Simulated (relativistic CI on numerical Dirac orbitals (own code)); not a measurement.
**What each ingredient does to the levels of C V**

Base calculation: Dirac-Coulomb-Breit CI, KLI orbitals optimised for each configuration, a model potential for QED, valence Slater integrals scaled by 0.85, P86 correlation energy added to each configuration.

Configurations in the expansion: 1s2, 1s 2s, 1s 2p, 1s 3s, 1s 3p, 1s 3d, 1s 4s, 1s 4p, 1s 4d, 1s 4f, 1s 5s, 1s 5p, 1s 5d, 1s 5f, 1s 5g, 1s 6s, 1s 6p, 1s 6d. Levels of other configurations are missing.

The lowest level and the first level of each name with at least 55 % of one term (blank where a level has no safe partner in the second run):

```tsv
Level	Base (cm⁻¹)	Shift (cm⁻¹)
1s2 1S_0	0	0
1s 2s 3S_1	2407292	+1121
1s 2s 1S_0	2444570	-3358
1s 2p 3P°_1	2452484	+791
1s 2p 3P°_0	2452502	+792
1s 2p 3P°_2	2452615	+790
1s 2p 1P°_1	2478760	-2370
1s 3s 3S_1	2835230	+296
1s 3s 1S_0	2845590	-889
1s 3p 3P°_1	2846897	+232
1s 3p 3P°_0	2846902	+232
1s 3p 3P°_2	2846934	+232
1s 3d 3D_1	2850911	+7
1s 3d 3D_2	2850912	+7
```

14 of the 14 excited levels that our extract of the measured tables holds in this range could be paired (the sources list more); they are missed by 4744 cm⁻¹ on average and 10454 at most, and levels without a partner can miss by more.

One thing was changed in a second run, which moved the levels as shown. Which?
A. non-relativistic limit
B. QED terms removed
C. self-excluded LDA correlation estimate
D. valence Slater integrals scaled by 0.75
E. configuration mixing switched off
F. Breit term removed

D. Valence Slater integrals scaled by 0.75. Scaling acts on the splittings between terms and on the mixing, and leaves the fine structure of pure LS terms nearly alone; in jj coupling it moves the levels of one term differently.
